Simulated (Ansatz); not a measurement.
Molecule: CF, charge 0, multiplicity 2. 
Coordinates optimised at B3LYP-D3(BJ)/def2-TZVP (Ansatz, an electronic-structure program):
```
C
F 1 1.2755
```
Charge 0, spin multiplicity 2.

Wanted: atomisation energy (electronic, to ground-state atoms), in kcal/mol. Cores are frozen in the correlated levels unless marked. UHF or UKS for open shells. No spin-orbit coupling. No relativistic terms. The coupled-cluster limit lacks core correlation, which all-electron functionals hold. CBS(X,Y): correlation extrapolated as X^-3; Hartree-Fock from the larger set (for Q and 5 zeta extrapolated as (X+1)exp(-9√X)).

| level | program | atomisation energy (kcal/mol) |
|---|---|---|
| B3LYP-D3(BJ)/def2-TZVPD | Ansatz + dftd3 | 133.8 |
| B3LYP/def2-TZVPD | Ansatz | 133.5 |
| PBE0-D3(BJ)/def2-TZVP | Ansatz + dftd3 | … |
| PBE0/def2-QZVPP | Ansatz | 134.7 |
| r2SCAN0-D4/def2-TZVPD | Ansatz + dftd4 | … |
| wB97X/def2-TZVPD | Ansatz | 134.1 |
| B2GP-PLYP/def2-TZVPD | Ansatz | 130.9 |
| SCS-MP2/cc-pVTZ | Ansatz | 129.5 |
| CCSD/6-31G* | Ansatz | 119.8 |
| CCSD/cc-pVDZ | Ansatz | … |
| CCSD/def2-SVP | Ansatz | 121.0 |
| CCSD(T)/CBS(cc-pVQZ,cc-pV5Z) | Ansatz | … |

**Question.** Complete the blanks.

**Answer.** 
- PBE0-D3(BJ)/def2-TZVP, atomisation energy (kcal/mol): 134.8
- r2SCAN0-D4/def2-TZVPD, atomisation energy (kcal/mol): 126.7
- CCSD/cc-pVDZ, atomisation energy (kcal/mol): 114.1
- CCSD(T)/CBS(cc-pVQZ,cc-pV5Z), atomisation energy (kcal/mol): 132.2
